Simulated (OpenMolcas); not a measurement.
# Mn4+: ligand-field states by method

Mn4+ with its 6 nearest chloride ions at 2.344 Å, on the Zr site of Cs2ZrCl6 (a = 10.407 Å, distance in the model lattice 2.446 Å). The rest of the host is ab initio model potentials to 7.6 Å and point charges beyond; the distance is set by hand and nothing relaxes. Ligand basis ANO-RCC-VDZP.
```
Mn    0.0000    0.0000    0.0000
Cl    2.3440    0.0000    0.0000
Cl    0.0000    2.3440    0.0000
Cl   -2.3440    0.0000    0.0000
Cl    0.0000   -2.3440    0.0000
Cl    0.0000    0.0000    2.3440
Cl    0.0000    0.0000   -2.3440
```

- Program: OpenMolcas 26.06
- Basis: ANO-RCC-VDZP [5s4p2d1f]
- Scalar Hamiltonian: DKH2, point nucleus
- Active space: 3 electrons in 5 orbitals (3d)
- State averaging: 2S+1 = 4 even, 10 roots; 2S+1 = 2 even, 40 roots
- Spin-orbit coupling: state interaction with AMFI integrals over the reference wave functions

I. CASSCF
II. SS-CASPT2, IPEA 0.25 Eh, imaginary shift 0.1 Eh (closed shells correlated: 3s 3p and the ligand valence shells)

Spin-free states (labels of O, the rotations of Oh) in cm-1, each column counted from its own energy of the first state listed:

```tsv
State	Degeneracy	I	II
4A2	1	0	0
4T2	3	15382	28110
2E	2	20765	12530
2S+1 = 2	3	21631	13020
4T1	3	23652	33460
2S+1 = 2	3	28296	22630
2S+1 = 2	1	31591	34280
2S+1 = 2	3	32080	28520
2S+1 = 2	3	33884	37120
2E	2	37044	38740
2S+1 = 2	3	37655	39160
4T1	3	42593	62220
2S+1 = 2	3	46707	46200
2S+1 = 2	1	48039	46840
2S+1 = 2	3	51879	65240
2S+1 = 2	3	53106	59370
2S+1 = 2	3	59418	68630
2E	2	61868	59010
2S+1 = 2	3	74523	77780
2E	2	83667	95130
```

From I to II, I's first state of the same spin (4T2) moves from 15382 to 28110 cm-1, by about +13000 cm-1.

From I to II, I's first state of another spin (2E) moves from 20765 to 12530 cm-1, by about -8200 cm-1.

χT at 300 K: I 1.84, II 1.86 cm3 K/mol.

Roots that are degenerate in the reference are averaged as groups; the widest CASPT2 spread within a group is 720 cm-1 (the 3-fold group of multiplicity 2 near 28500 cm-1 above the lowest state of its run, II). Shifts and gaps below about the spread of the groups concerned are not significant. Over all roots computed the reference weight is 0.57 to 0.62 in II; a low but even weight reflects the number of correlated electrons. The least metal-like active orbital is 66 % on the metal (Löwdin) and no ligand orbital is active, so the numbers are rough. Ligand-to-metal charge-transfer states are missing. With no ligand orbital active B as a rule stays too high, so bands that hang on it stand too high and its fall with covalency is understated. Without dynamic correlation the repulsion within the d shell is too large (B by tens of per cent), so at a given field states of lower spin stand too high (holds for I). With metal d orbitals alone and no dynamic correlation the field as a rule comes out too small, by tens of per cent, by up to half for chloride and softer ligands (holds for I). With one d shell and no ligand orbital active, 10Dq can be off by a tenth or more (holds for II). No measured value stands beside these numbers; the geometry was set by hand and not optimised.
